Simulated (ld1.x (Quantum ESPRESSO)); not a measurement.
# O (Z = 8) TM: all-electron and pseudo phase curves

O (Z = 8), norm-conserving Troullier–Martins (Kleinman–Bylander form), made with ld1.x (Quantum ESPRESSO) 7.5 (LDA (PZ), non-relativistic). Core [He], reference 2s2 2p4. Waves: 2s (bound): rc 0.65 bohr; 3d channel at 0.15 Ry: rc 1.40 bohr; 2p (bound): rc 1.35 bohr. Local part: the p channel. Core correction: a·sin(br)/r model core inside 0.45 bohr.

The phase is arctan(r·u′/u) with u = r·R(r), unwrapped; energies in Ry, scanned from -4 to 5 Ry. A pole is an energy at which the radial function vanishes at the test radius. The pseudo phase is shifted by a multiple of π to meet the all-electron one at the reference energy, and phase errors are pseudo minus all-electron; the curves can meet again beyond the range given. Levels narrower than the energy grid can be missing from the lists of poles.

Problem. For each channel, where are the poles, and over which energies does the pseudopotential scatter like the atom?

Solution.

```tsv
channel	radius (bohr)	reference energy (Ry)	poles, all-electron	poles, pseudo	unbroken range about the reference energy with phases within 0.05 rad	phase error 1 Ry above the reference energy (rad)
s	1.55	-1.74	-0.10	-0.09	the whole range	+0.001
p	1.55	-0.68	0.77	0.81	below 3.7	+0.005
d	1.55	0.15	none	none	the whole range	-0.000
```

Phases in the p channel:

| E (Ry) | all-electron | pseudo |
| --- | --- | --- |
| -4.00 | 1.203 | 1.205 |
| -3.76 | 1.186 | 1.188 |
| -3.52 | 1.166 | 1.169 |
| -3.28 | 1.143 | 1.146 |
| -3.04 | 1.115 | 1.118 |
| -2.80 | 1.081 | 1.085 |
| -2.56 | 1.038 | 1.042 |
| -2.32 | 0.983 | 0.987 |
| -2.08 | 0.908 | 0.913 |
| -1.84 | 0.803 | 0.809 |
| -1.60 | 0.647 | 0.653 |
| -1.36 | 0.405 | 0.411 |
| -1.12 | 0.038 | 0.042 |
| -0.88 | -0.418 | -0.418 |
| -0.64 | -0.817 | -0.817 |
| -0.40 | -1.088 | -1.087 |
| -0.16 | -1.262 | -1.260 |
| 0.08 | -1.380 | -1.376 |
| 0.32 | -1.463 | -1.458 |
| 0.56 | -1.526 | -1.520 |
| 0.80 | -1.576 | -1.569 |
| 1.04 | -1.617 | -1.609 |
| 1.28 | -1.653 | -1.643 |
| 1.52 | -1.684 | -1.672 |
| 1.76 | -1.713 | -1.699 |
| 2.00 | -1.740 | -1.724 |
| 2.24 | -1.766 | -1.748 |
| 2.48 | -1.792 | -1.771 |
| 2.72 | -1.819 | -1.794 |
| 2.96 | -1.846 | -1.818 |
| 3.20 | -1.875 | -1.842 |
| 3.44 | -1.907 | -1.867 |
| 3.68 | -1.941 | -1.893 |
| 3.92 | -1.979 | -1.922 |
| 4.16 | -2.023 | -1.954 |
| 4.40 | -2.073 | -1.989 |
| 4.64 | -2.133 | -2.028 |
| 4.88 | -2.205 | -2.074 |
